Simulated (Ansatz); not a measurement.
`O[B](Cl)[GaH2]` + NH₃ → `[NH2][GaH2]` + `OBCl` at 600 K and 1 bar (cleavage of the Ga–B bond).

Isolated molecules relaxed with PBE0-D4/def2-TZVP in Ansatz; ΔE leaves out vibrations. CBS: MP2 limit from def2 TZ/QZ plus the TZ coupled-cluster correction, frozen cores. This one scheme is used for every species. For Ga outer-core shells are correlated without core-valence functions, which leaves a few kJ/mol of doubt a bond. Scalar relativity is left out up to krypton. One conformer a species, not always the lowest.

| species | CCSD(T)/CBS energy (Eh) | H − E (kJ/mol) | S (J/(mol·K)) |
| --- | --- | --- | --- |
| `O[B](Cl)[GaH2]` | -2485.55917 | 138.6 | 411.5 |
| NH₃ | -56.50880 | 112.4 | 219.5 |
| `[NH2][GaH2]` | -1981.05479 | 138.9 | 317.7 |
| `OBCl` | -561.03999 | 107.2 | 308.7 |

H − E and S are ideal-gas, rigid-rotor, harmonic terms from PBE0-D4/def2-TZVP, for one conformer and one mirror image of each species. 1 Eh = 2625.50 kJ/mol, R = 8.31446 J/(mol·K).

Problem. By hand: ΔE, ΔH, ΔS and ΔG.

Solution. ΔE = (-1981.05479) + (-561.03999) − (-2485.55917) − (-56.50880) = -0.02681 Eh = -70.4 kJ/mol. Δ(H − E) = 138.9 + 107.2 − 138.6 − 112.4 = -4.9, so ΔH = -75.3 kJ/mol. ΔS = 317.7 + 308.7 − 411.5 − 219.5 = -4.6 J/(mol·K). ΔG = -75.3 − 600 × (-4.6)/1000 = -72.5 kJ/mol.

Problem. By hand: the equilibrium constant, and the temperature at which ΔG would vanish if ΔH and ΔS stayed fixed.

Solution. log₁₀ K = −ΔG/(RT ln 10) = 6.3. ΔG = 0 at ΔH/ΔS = 16370 K, far beyond where these terms or the molecules hold.

The number of gas molecules stays the same, so ΔS is small and ΔH decides. A doubt of 5 kJ/mol in ΔE shifts log₁₀ K by 0.4 here. Other conformers and mirror images would add mixing entropy, several J/(mol·K) or more a flexible species. These are equilibria of isolated gas molecules and say nothing of rates. Largest T1 diagnostic: 0.014 (customary marks: 0.02 for closed shells, 0.045 for open ones).
